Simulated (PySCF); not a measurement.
**A ladder of Hamiltonians for Te³⁸⁺ (tellurium, charge +38)**

Occupied: 1s1/2, 2s1/2, 2p1/2, 2p3/2, 3s1/2, 3p1/2. Hartree-Fock calculated with PySCF 2.14 in an uncontracted even-tempered set (20 s from 3.4 bohr⁻², ratio 2.3; 16 p from 4.1 bohr⁻², ratio 2.3), Gaussian nucleus throughout. NR is non-relativistic, sf-X2C the spin-free one-electron X2C Hamiltonian, X2C adds the bare one-electron spin-orbit term, X2C-SNSO screens it by Boettger's factors, DC is four-component Dirac-Coulomb, and the Gaunt and Breit terms are added at first order (total energies over the DC spinors, levels after relaxing the spinors in that mean field). QED terms are absent. Levels marked empty are virtual spinors of this ion; the basis has s and p functions only, so 3d, which can lie below the n = 4 levels, is absent.

```tsv
Hamiltonian	E (hartree)
X2C	-5552.4347
X2C-SNSO	-5552.1493
DC	-5553.7756
DC+Gaunt	-5548.8814
DC+Breit	-5549.3263
```

```tsv
level (eV)	X2C	X2C-SNSO	DC	DC+Gaunt	DC+Breit
1s1/2	-34262.6	-34263.0	-34290.1	-34212.6	-34217.9
2s1/2	-7176.7	-7176.9	-7180.1	-7172.5	-7173.0
2p1/2	-6886.5	-6878.1	-6879.4	-6866.2	-6867.6
2p3/2	-6579.8	-6583.4	-6585.8	-6576.6	-6578.0
3s1/2	-2800.8	-2800.9	-2801.7	-2799.8	-2800.0
3p1/2	-2703.7	-2701.7	-2702.0	-2698.7	-2699.2
3p3/2 (empty)	-2551.8	-2552.7	-2553.1	-2551.0	-2551.5
4s1/2 (empty)	-1434.4	-1434.4	-1434.7	-1434.0	-1434.1
```

Q: How large are the two-electron picture-change error of X2C and the Breit correction in the total energy?

A: X2C-1e lies 1.3409 hartree above Dirac-Coulomb; Gaunt adds 4.8943 and the full Breit term 4.4493 hartree.

```csv
interval (eV),X2C,X2C-SNSO,DC,DC+Gaunt,DC+Breit
2p3/2 − 2p1/2,306.7,294.7,293.6,289.5,289.6
```

Weight of the small component: 1s1/2 0.0366, 2s1/2 0.00808, 2p1/2 0.00803, 2p3/2 0.00764, 3s1/2 0.00298, 3p1/2 0.00293, 3p3/2 0.00280, 4s1/2 0.00146.

Koopmans' value for the highest occupied level at DC+Breit: 2699.2 eV, against an ionisation energy of 2700 ± 4 eV (theoretical estimate listed by NIST; NIST Atomic Spectra Database, ionization energies); the former lacks relaxation, correlation, QED and recoil.

The whole ladder took 160 s of wall time on 1 thread of Intel(R) Xeon(R) Platinum 8488C (shared host), launched as `OMP_NUM_THREADS=1 python relrun2.py TASK.json OUT` (a driver that calls PySCF for each Hamiltonian).
